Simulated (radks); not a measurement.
Values are calculated unless marked as measured or tabulated.
Si2+, configuration [Ne] 3s2. Code: a radial shooting solver on a logarithmic mesh with Libxc functionals. Model: scalar-relativistic Kohn-Sham, BLYP, spin-polarised, spherical densities, finite nucleus; Fermi nuclear charge, rms radius 3.1224 fm.

Unscreened Slater integrals over Kohn-Sham orbitals (cm^-1). They are taken over the spin-up orbitals. Empty in this configuration: 3p.

F0(3s,3s): 101450
F0(3s,2p): 134560
G1(3s,2p): 10078
F0(3s,2s): 133700
G0(3s,2s): 8000.4
F0(3s,3p): 94214
G1(3s,3p): 62365
F0(2p,2p): 376780
F2(2p,2p): 172620
F0(2p,2s): 361000
G1(2p,2s): 215310
F0(2p,3p): 120050
F2(2p,3p): 19778
G0(2p,3p): 8310.4
G2(2p,3p): 8076.5
F0(2s,2s): 350830
F0(2s,3p): 118990
G1(2s,3p): 6485.4
F0(3p,3p): 88408
F2(3p,3p): 45159
